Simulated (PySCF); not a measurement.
## Working out the ionisation energy of Cl⁺

Cl⁺ [Ne] 3s2 3p4 (3P) → Cl²⁺ [Ne] 3s2 3p3 (4S). Computed with PySCF 2.14 in aug-cc-pwCVDZ, with the non-relativistic Hamiltonian (point nucleus). Frozen: 1s2. Energies in hartree (1 hartree = 27.21139 eV):

```
            part  Cl⁺ (lower)  Cl²⁺ (upper)
             UHF  -459.038793   -458.210800
CCSD correlation    -0.262703     -0.242036
             (T)    -0.002951     -0.002251
```

Q: What does Hartree-Fock give?

A: (-458.210800) − (-459.038793) = 0.827993 hartree = 22.531 eV.

Q: What do CCSD and CCSD(T) give?

A: The CCSD correlation energies differ by 0.020667 hartree = 0.562 eV and the triples by 0.000700 hartree = 0.019 eV, so CCSD gives 23.093 eV and CCSD(T) 23.112 eV.

Measured between the centres of the two terms (NIST): 23.771 eV, so CCSD(T) (valence and next inner shell) is off by -0.659 eV.

A double-zeta basis recovers only part of the correlation energy.

What remains against the reference includes basis incompleteness, the frozen core and higher excitations.
